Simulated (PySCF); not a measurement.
Structure problem from calculated spectra and properties.

Elements present: C, F, H and Si. Monoisotopic mass: 140.0269 u.

| Item | Value |
| --- | --- |
| Polarisability | 77.3 au [CAM-B3LYP/def2-SVPD] |
| Triplet | lowest triplet excitation (Tamm–Dancoff): 5.08 eV [TDA CAM-B3LYP/def2-SVPD] |
| Rotational structure | rotational constants A, B, C: 3.348, 0.976, 0.945 GHz [PBE0-D3(BJ)/def2-SVP] |
| 1H NMR | chemical shifts (computed TMS as zero) by class: 3.33 (1 H), 1.24 (3 H), 1.07 (1 H), 0.94 (1 H), 0.21 (1 H) ppm [GIAO HF/pcSseg-1] |
| UV, first state | lowest singlet excitation: 6.45 eV (192 nm, f = 0.003) [TDDFT CAM-B3LYP/def2-SVPD] |
| Dipole | 2.47 D [CAM-B3LYP/def2-SVPD] |
| 13C NMR | chemical shifts (computed TMS as zero) by class: 116.9 (1 C), 16.4 (1 C), -1.6 (1 C), -1.9 (1 C) ppm [GIAO HF/pcSseg-1] |
| NMR, other nuclei | isotropic shieldings of nuclei other than C and H, by class: 293 (3 F), 485 (1 Si) ppm [GIAO HF/pcSseg-1] |
| Valence photoelectron | vertical ionisation energy: 9.28 eV [ΔSCF CAM-B3LYP/def2-SVPD] |
| UV, strongest line | among the 10 lowest singlet transitions: S2 at 6.56 eV (189 nm, f = 0.233) [TDDFT CAM-B3LYP/def2-SVPD] |

Gas-phase values; electronic properties from PySCF, density fitting. Levels stand in brackets. Geometry: PBE0-D3(BJ)/def2-SVP; no solvent, vibrations or thermal averaging. NMR classes are plain means over equivalent atoms (diastereotopic ones count apart unless rotation or inversion swaps them), as if these changed places fast.

Task: Which formula fits the mass and the elements?

Result: C4H7F3Si (calculated 140.0269). No other formula that holds each of these elements comes within 0.0003 u with a fitting electron parity and a possible valence count.

Task: Propose a structure and show how it fits.

Result: Numbering: `[CH3:1][C@@H:2]1[CH2:3][Si@H:4]1[C:5]([F:6])([F:7])[F:8]`. Its formula, C4H7F3Si, gives 1 degree of unsaturation: 1 ring and 0 π bonds in the structure found. 4 carbons fall into 4 classes; from least to most shielded: CF3 carbon [C5] (116.9 ppm), methyl carbon [C1] (16.4 ppm), ring sp3 carbon bound to silicon [C2] (-1.6 ppm), ring sp3 carbon bound to silicon [C3] (-1.9 ppm). Hydrogen classes from least to most shielded: 1 H on an SiH silicon, Si4 (3.33 ppm), 3 H on a methyl carbon, C1 (1.24 ppm, a mean of values up to 1.2 ppm apart in this geometry), 1 H on an sp3 carbon bound to silicon, C3 (1.07 ppm), 1 H on an sp3 carbon bound to silicon, C2 (0.94 ppm), 1 H on an sp3 carbon bound to silicon, C3 (0.21 ppm). The other shieldings belong to: 293 ppm, fluorine of a CF3 group [F6/F7/F8]; 485 ppm, SiH silicon [Si4]. The first electron is taken from the HOMO, whose largest Löwdin shares are 0.28 on the SiH silicon, 0.26 on an sp3 carbon bound to silicon, 0.20 on an sp3 carbon bound to silicon and 0.07 on the methyl carbon. The optimised geometry has point group C1 and is an asymmetric top. Structure: `FC(F)([Si@@H]1C[C@H]1C)F`. Computed isomers that give other values at the same levels: `C=CC[SiH2]C(F)(F)F` (13C chemical shifts (computed TMS as zero) by class: 139.4 (1 C), 124.8 (1 C), 117.0 (1 C), 11.6 (1 C) ppm); `FC(F)(F)/C=C/C[SiH3]` (13C chemical shifts (computed TMS as zero) by class: 148.5 (1 C), 123.7 (1 C), 110.8 (1 C), 12.5 (1 C) ppm); `FC(F)(F)/C=C\C[SiH3]` (13C chemical shifts (computed TMS as zero) by class: 154.0 (1 C), 124.5 (1 C), 111.4 (1 C), 11.5 (1 C) ppm). The assignments are read from this structure; whether some other isomer fits the data as well wasn't checked. The mirror image fits equally.

Conformer computed: `[CH3:1][C@@H:2]1[CH2:3][Si@H:4]1[C:5]([F:6])([F:7])[F:8]`: C3–Si4–C5–F6 29°.
